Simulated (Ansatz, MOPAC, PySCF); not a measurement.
Species: AgF, net charge 0, singlet state. SMILES: [F][Ag]
Geometry: optimised at B3LYP-D3(BJ)/def2-TZVP (Ansatz, a quantum-chemistry and plane-wave program).

Property: size of the dipole moment, in D. Terms: PM7 with its own dispersion and hydrogen-bond terms; LANL2DZ with its own core potentials from Na on; def2 sets with scalar-relativistic core potentials past Kr; spin-orbit terms left out; STO-3G and 3-21G all-electron and non-relativistic; six Cartesian d functions in 6-31G* and its kin unless marked 5d. First-principles rows: single points at B3LYP-D3(BJ) geometries (Ansatz). Semi-empirical rows: dipoles at the shared geometry.

| level | program | size of the dipole moment (D) |
|---|---|---|
| PM7 | MOPAC | 6.45 |
| SVWN5/6-31G* with LANL2DZ past Ar | Ansatz | 4.49 |
| PBE/LANL2DZ | Ansatz | 5.19 |
| BP86/def2-SVP | PySCF | 4.60 |
| B3LYP/3-21G | Ansatz | 4.97 |
| B3LYP/LANL2DZ | Ansatz | 5.80 |
| B3LYP/6-31G* with LANL2DZ past Ar | Ansatz | 5.15 |

No value to compare with is used here. The 7 habitual levels span 4.49 (SVWN5/6-31G* with LANL2DZ past Ar) to 6.45 D (PM7).

The levels are drawn from those run, B3LYP/6-31G* more often than the rest, none by its result; runs whose electronic state is in doubt are left out.
